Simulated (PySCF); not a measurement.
Compound: C5H5F3O.
SMILES: `C=CCC(=O)C(F)(F)F`

Computed with PySCF at PBE0/def2-SVPD, non-relativistic, on one gas-phase PBE0-D3(BJ)/def2-SVP geometry that isn't relaxed in the solvent. The solvent is an IEF-PCM continuum (van der Waals radii × 1.2), and excitations are vertical TDDFT with non-equilibrium linear response and a frozen core. Specific hydrogen bonds and non-electrostatic terms are outside this model.

Gas-phase singlets (H = HOMO, L = LUMO):

| state | E (eV) | λ (nm) | f | leading configuration |
| --- | --- | --- | --- | --- |
| S1 | 4.309 | 288 | 0.000 | H-1→L 58% |
| S2 | 5.320 | 233 | 0.008 | H→L 58% |
| S3 | 6.955 | 178 | 0.078 | H→L+1 52% |
| S4 | 7.368 | 168 | 0.012 | H→L+2 90% |
| S5 | 7.396 | 168 | 0.001 | H-2→L 93% |

Task: Give the list for chloroform (ε = 4.711), n² = 2.09.

Result: 
| state | E (eV) | λ (nm) | f | leading configuration | change by rank (eV) |
| --- | --- | --- | --- | --- | --- |
| S1 | 4.367 | 284 | 0.001 | H-1→L 62% | +0.058 |
| S2 | 5.203 | 238 | 0.012 | H→L 62% | -0.117 |
| S3 | 7.059 | 176 | 0.208 | H→L+1 64% | +0.104 |
| S4 | 7.203 | 172 | 0.005 | H-2→L 95% | -0.165 |
| S5 | 7.408 | 167 | 0.020 | H→L+2 86% | +0.012 |

Task: How does the list change in dimethylsulfoxide (ε = 46.83)?

Result: 
```tsv
state	E (eV)	λ (nm)	f	leading configuration	change by rank (eV)
S1	4.397	282	0.001	H-1→L 61%	+0.088
S2	5.182	239	0.013	H→L 62%	-0.138
S3	7.089	175	0.208	H→L+1 58%	+0.134
S4	7.147	173	0.038	H-2→L 81%	-0.221
S5	7.425	167	0.023	H→L+2 84%	+0.029
```

Task: The ground-state energy changes by -0.222 eV from gas to dimethylsulfoxide. By how much does the total energy of gas-phase S2 change?

Result: E(S2) = E(S0) + excitation energy, so it changes by -0.222 − 0.138 = -0.360 eV: it is lowered more than the ground state, which is what a red shift means. This is the vertical state, with the slow part of the continuum still set for S0.

Task: How do the frontier levels move from gas to dimethylsulfoxide?

Result: 
```tsv
orbital	gas (eV)	solvent (eV)	change (eV)
LUMO+2	0.56	0.81	+0.25
LUMO+1	-0.25	0.03	+0.28
LUMO	-1.72	-1.62	+0.10
HOMO	-7.98	-7.75	+0.23
HOMO-1	-8.59	-8.55	+0.04
HOMO-2	-10.38	-10.01	+0.37
HOMO-3	-11.12	-10.85	+0.27
```

The HOMO–LUMO gap goes from 6.26 to 6.13 eV. Rows go by rank; for HOMO-1 and LUMO+2 the atom shares or the degeneracy differ between the runs, so the row needn't follow one orbital.

Conformer computed: `[CH2:1]=[CH:2][CH2:3][C:4](=[O:5])[C:6]([F:7])([F:8])[F:9]`: C1–C2–C3–C4 129°, C2–C3–C4–O5 8°, C3–C4–C6–F7 -56°.
